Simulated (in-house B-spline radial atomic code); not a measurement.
Inner levels of tantalum as electrons are removed. A shift is the extra binding of the orbital against the neutral atom ([Xe] 4f14 5d3 6s2). Computed with a B-spline radial code for spherical atoms: non-relativistic Hartree-Fock, average of the configuration, point nuclei.

This level leaves out relativity, spin-orbit splitting included, which matters for heavy ions.

```csv
ion,configuration,shift of 3s (eV),shift of 1s (eV),shift of 2p (eV),radius of 3s (bohr),radius of 1s (bohr),radius of 2p (bohr),Σ<r²> (bohr²),change of density at nucleus (bohr⁻³)
Ta45+,[Ar] 3d10,2069.36,2244.96,2204.47,0.21741,0.02075,0.074085,0.84602,-1154.41
Ta46+,[Ar] 3d9,2180.28,2402.1,2356.38,0.2163,0.02075,0.074018,0.79737,-1038.62
Ta47+,[Ar] 3d8,2292.29,2561.56,2510.33,0.21519,0.02075,0.07395,0.7502,-920.45
Ta48+,[Ar] 3d7,?,?,?,?,?,?,?,?
Ta49+,[Ar] 3d6,?,?,?,?,?,?,?,?
Ta50+,[Ar] 3d5,2634.93,3053.83,2984.27,0.21192,0.020751,0.073731,0.61691,-551.66
Ta51+,[Ar] 3d4,?,?,?,?,?,?,?,?
Ta52+,[Ar] 3d3,2868.79,3393.57,3310.24,0.20978,0.020751,0.073576,0.53441,-293.85
Ta53+,[Ar] 3d2,2987.35,3566.91,3476.2,0.20872,0.020751,0.073495,0.49492,-161.36
Ta54+,[Ar] 3d1,3106.99,3742.55,3644.14,0.20767,0.020751,0.073413,0.45655,-26.475
```

Q: Fill in the row of Ta48+.

A: shift of 3s (eV): 2405.41; shift of 1s (eV): 2723.33; shift of 2p (eV): 2666.3; radius of 3s (bohr): 0.21409; radius of 1s (bohr): 0.02075; radius of 2p (bohr): 0.073879; Σ<r²> (bohr²): 0.70443; change of density at nucleus (bohr⁻³): -799.91.

Q: Fill in the row of Ta49+.

A: shift of 3s (eV): 2519.62; shift of 1s (eV): 2887.42; shift of 2p (eV): 2824.28; radius of 3s (bohr): 0.213; radius of 1s (bohr): 0.020751; radius of 2p (bohr): 0.073806; Σ<r²> (bohr²): 0.66002; change of density at nucleus (bohr⁻³): -676.97.

Q: Fill in the row of Ta51+.

A: shift of 3s (eV): 2751.32; shift of 1s (eV): 3222.55; shift of 2p (eV): 3146.26; radius of 3s (bohr): 0.21085; radius of 1s (bohr): 0.020751; radius of 2p (bohr): 0.073654; Σ<r²> (bohr²): 0.57505; change of density at nucleus (bohr⁻³): -423.95.
